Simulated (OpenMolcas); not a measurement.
Dy3+ with its 6 nearest chloride ions at 2.619 Å, on the Y site of Cs2NaYCl6 (a = 10.7396 Å, distance in the model lattice 2.619 Å). The rest of the host is ab initio model potentials to 7.6 Å and point charges beyond; the distance is set by hand and nothing relaxes. Ligand basis ANO-RCC-VDZP.
```
Dy    0.0000    0.0000    0.0000
Cl    2.6190    0.0000    0.0000
Cl    0.0000    2.6190    0.0000
Cl   -2.6190    0.0000    0.0000
Cl    0.0000   -2.6190    0.0000
Cl    0.0000    0.0000    2.6190
Cl    0.0000    0.0000   -2.6190
```

* Program: OpenMolcas 26.06
* Method: CASSCF
* Basis: ANO-RCC-VDZP [7s6p4d2f1g]
* Scalar Hamiltonian: DKH2, point nucleus
* Active space: 9 electrons in 7 orbitals (4f)
* State averaging: 2S+1 = 6 odd, 21 roots; 2S+1 = 4 odd, 115 roots kept (CI in the orbitals of an earlier block, 108 in the spin-orbit step); 2S+1 = 2 odd, 82 roots kept (CI in the orbitals of an earlier block, 41 in the spin-orbit step)
* Spin-orbit coupling: state interaction with AMFI integrals over the reference wave functions

What is the spin-free ground state (labels of O, the rotations of Oh)?

6T1, 3-fold in its orbital part; it has the highest spin that f9 allows.

Where is the first state of the same spin?

6T2 at 200 cm-1 above the ground state.

What are the lowest two levels with spin-orbit coupling?

A 2-fold level Γ6 with g = 6.62, 6.62, 6.62, then a 4-fold level Γ8 22.5 cm-1 above it. Their leading multiplicities are 6 (95 %) and 6 (95 %).

What is χT at 300 K, and how does it compare with the textbook value?

Hund's rules give f9 the level 6H15/2 with g = 1.333, so an isolated free-ion multiplet has χT = g² J(J+1) / 8 = 14.167 cm3 K/mol. The computed 13.939 at 300 K differs by -2 %, through the field's splitting, the mixing of terms and any other multiplet in reach.

High states are left out of the spin-orbit mixing, which shifts the levels that they would mix with. Without dynamic correlation the ligand-field splitting of an f shell can come out too small, at times by half. The distance lies 1 % under the 2.654 Å that this model takes as the normal distance (a Shannon-type radius plus a fixed donor radius, weighted with the host); by an R⁻⁵ law this alone changes a d-shell field by about +7 %. The first state left out of the spin-orbit step lies near 42000 cm-1 above the lowest spin-free state of the reference (among the parities and spins computed), and the lists stop at four fifths of that energy or lower. No measured value stands beside these numbers; the geometry was set by hand and not optimised.
